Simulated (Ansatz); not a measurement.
CH$_{9}$NSi$_{2}$, SMILES `CN[SiH2][SiH3]`. The species carries charge 0 and has multiplicity 1. Geometry: relaxed with PBE0-D4/def2-TZVP. It is one conformer, not always the lowest.

```xyz
13

C     1.956   -0.201    0.265
N     0.794   -1.043    0.458
Si   -0.660   -0.839   -0.441
Si   -1.748    1.227   -0.136
H     2.065    0.030   -0.798
H     2.867   -0.719    0.575
H     1.908    0.755    0.804
H     0.710   -1.404    1.395
H    -1.583   -1.933   -0.034
H    -0.338   -0.965   -1.892
H    -0.844    2.360   -0.483
H    -2.167    1.402    1.283
H    -2.961    1.330   -0.996
```

Problem. What is the dipole moment at r2SCAN/def2-TZVPP? (Estimate.)

Solution. Computed: 1.43 D, with components (1.09, -0.21, 0.90) D in this frame, pointing from negative to positive charge.

Problem. And with PBE, B3LYP, ωB97M-V? (Best estimate.)

Solution. The calculation gave: PBE 1.44 D, B3LYP 1.37 D, ωB97M-V 1.37 D.

Problem. Give the Mulliken charges with r2SCAN, ωB97M-V, PBE in def2-TZVPP. (An estimate is asked.)

Solution. Computed: 
```
atom  r2SCAN  ωB97M-V    PBE
  C1   -0.05    -0.25  -0.19
  N2   -0.35    -0.30  -0.27
 Si3    0.32     0.22   0.24
 Si4    0.15     0.03   0.07
  H5    0.05     0.11   0.09
  H6    0.05     0.12   0.09
  H7    0.06     0.12   0.10
  H8    0.13     0.10   0.13
  H9   -0.08    -0.03  -0.06
 H10   -0.08    -0.03  -0.06
 H11   -0.07    -0.03  -0.05
 H12   -0.07    -0.03  -0.05
 H13   -0.07    -0.02  -0.05
```

B3LYP here is the variant with VWN-RPA as its local correlation; programs differ in this.
